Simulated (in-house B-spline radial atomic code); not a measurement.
Removal energies of one electron outside the 1s2 core along the 3-electron series, with the parts due to correlation (partial-wave tail included) and to Breit and QED terms, both contained in the total; recoil is left out. Computed with a B-spline radial code for spherical atoms: frozen-core Dirac-Hartree-Fock with a screened correlation potential.

| ion | Z | removal energy of 3s1/2 (eV) | correlation part of 3s1/2 (eV) | Breit and QED part of 3s1/2 (eV) | removal energy of 3p3/2 (eV) | correlation part of 3p3/2 (eV) | Breit and QED part of 3p3/2 (eV) |
| --- | --- | --- | --- | --- | --- | --- | --- |
| V20+ | 23 | 687.11 | 0.041559 | -0.19498 | 672.64 | 0.078843 | -0.088193 |
| Cr21+ | 24 | 753.77 | 0.040627 | -0.2254 | 738.15 | 0.078489 | -0.10157 |
| Mn22+ | 25 | ? | ? | ? | ? | ? | ? |
| Fe23+ | 26 | 896.56 | 0.044091 | -0.29586 | 878.35 | 0.079673 | -0.13235 |
| Co24+ | 27 | ? | ? | ? | ? | ? | ? |
| Ni25+ | 28 | 1052.03 | 0.043443 | -0.38033 | 1030.83 | 0.080936 | -0.16891 |
| Cu26+ | 29 | 1134.57 | 0.042259 | -0.42828 | 1111.68 | 0.08035 | -0.18954 |
| Zn27+ | 30 | 1220.32 | 0.044924 | -0.48029 | 1195.62 | 0.081696 | -0.21181 |
| Ga28+ | 31 | 1309.29 | 0.044198 | -0.53657 | 1282.64 | 0.081264 | -0.23582 |
| Ge29+ | 32 | ? | ? | ? | ? | ? | ? |
| As30+ | 33 | 1497 | 0.045133 | -0.66271 | 1465.95 | 0.082474 | -0.28928 |

Q: Fill in the row of Mn22+.

A: removal energy of 3s1/2 (eV): 823.58; correlation part of 3s1/2 (eV): 0.04309; Breit and QED part of 3s1/2 (eV): -0.25897; removal energy of 3p3/2 (eV): 806.72; correlation part of 3p3/2 (eV): 0.079795; Breit and QED part of 3p3/2 (eV): -0.11627.

Q: Fill in the row of Co24+.

A: removal energy of 3s1/2 (eV): 972.7; correlation part of 3s1/2 (eV): 0.0439; Breit and QED part of 3s1/2 (eV): -0.33625; removal energy of 3p3/2 (eV): 953.05; correlation part of 3p3/2 (eV): 0.081097; Breit and QED part of 3p3/2 (eV): -0.14987.

Q: Fill in the row of Ge29+.

A: removal energy of 3s1/2 (eV): 1401.52; correlation part of 3s1/2 (eV): 0.045192; Breit and QED part of 3s1/2 (eV): -0.59734; removal energy of 3p3/2 (eV): 1372.75; correlation part of 3p3/2 (eV): 0.081161; Breit and QED part of 3p3/2 (eV): -0.26162.
